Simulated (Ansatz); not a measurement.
A run for Ansatz (a quantum-chemistry and plane-wave program): R-CCSD(T)/cc-pV(D+d)Z on CH5NSi (SMILES C[Si]N), a point of a torsion scan. Files ending in .json are basis or fitting sets from the Basis Set Exchange.

Ansatz 0.2 input:
```yaml
crystal:
  periodic: [false, false, false]
  atoms:
    - {symbol: C, position_ang: [1.20449878, -0.14899875, 0.14343987]}
    - {symbol: Si, position_ang: [-0.34337336, 0.95101605, 0.43703544]}
    - {symbol: N, position_ang: [-0.67538722, 1.40417534, -1.18385954]}
    - {symbol: H, position_ang: [1.49882837, -0.23016157, -0.90468503]}
    - {symbol: H, position_ang: [2.05852529, 0.24182698, 0.69593948]}
    - {symbol: H, position_ang: [1.02947884, -1.15817066, 0.51538219]}
    - {symbol: H, position_ang: [-0.14241286, 1.11692976, -1.99508691]}
    - {symbol: H, position_ang: [-1.44367560, 2.00164061, -1.43712249]}
basis:
  gaussian:
    orbitals: cc-pV_D+d_Z.json
magnetization: {spin_polarized: false}
correlation: {method: ccsd_t, electrons: outside_noble_gas}
scf: {lower_state_search: off}
```

The log:

```
WARN ansatz: RAYON_NUM_THREADS=1 ignored (pool sized by the plan → 1); use --threads N
Functional definition: HF
these checks for a lower state are left out or cut short: stability, starts, cluster_reference, orbital_swaps, neighbouring_geometries, increment
integrals: 0.06 GiB planned
741 factors; integrals over basis functions are off by at most 1.1e-3 eV
mean field: 0.14 GiB planned
mean field evaluation 1: about -10450.6811 eV, gradient 3.4e1 eV
mean field evaluation 2: about -10450.6818 eV, gradient 3.4e1 eV
mean field evaluation 4: about -10453.5780 eV, gradient 3.1e0 eV
mean field evaluation 8: about -10453.6207 eV, gradient 2.8e-4 eV
mean field -10453.62074329 eV, -384.1634765973 hartree, gradient 1.7e-6 eV, S^2 0.000000; 0 other end points of the search recorded, 0 dependent functions left out
7 core orbitals not correlated
reference -10453.62074329 eV, -384.1634765973 hartree; 9, 9 occupied and 60, 60 virtual orbitals, 741 factors
second order -11.01775269 eV of doubles, -0.00000000 eV of singles
coupled cluster: 0.18 GiB planned
cycle   1  -11.72603072 eV  change   -7.1e-1 eV  update   8.7e-2
cycle   2  -12.07899898 eV  change   -3.5e-1 eV  update   2.9e-2
cycle   3  -12.15652978 eV  change   -7.8e-2 eV  update   1.5e-2
cycle   4  -12.15109982 eV  change    5.4e-3 eV  update   4.5e-3
cycle   5  -12.15061020 eV  change    4.9e-4 eV  update   1.9e-3
cycle   6  -12.15044425 eV  change    1.7e-4 eV  update   6.5e-4
cycle   7  -12.15032386 eV  change    1.2e-4 eV  update   2.0e-4
cycle   8  -12.15036425 eV  change   -4.0e-5 eV  update   6.6e-5
cycle   9  -12.15036571 eV  change   -1.5e-6 eV  update   2.0e-5
perturbative correction -0.35390829 eV, -0.0130058898 hartree
Total energy: -10466.12501729 eV, -384.6230001911 hartree
Checks for a lower state left out: stability, starts, cluster_reference, orbital_swaps, neighbouring_geometries, increment
```

The run converged.

Cost: around 2.2 core-seconds (rough).
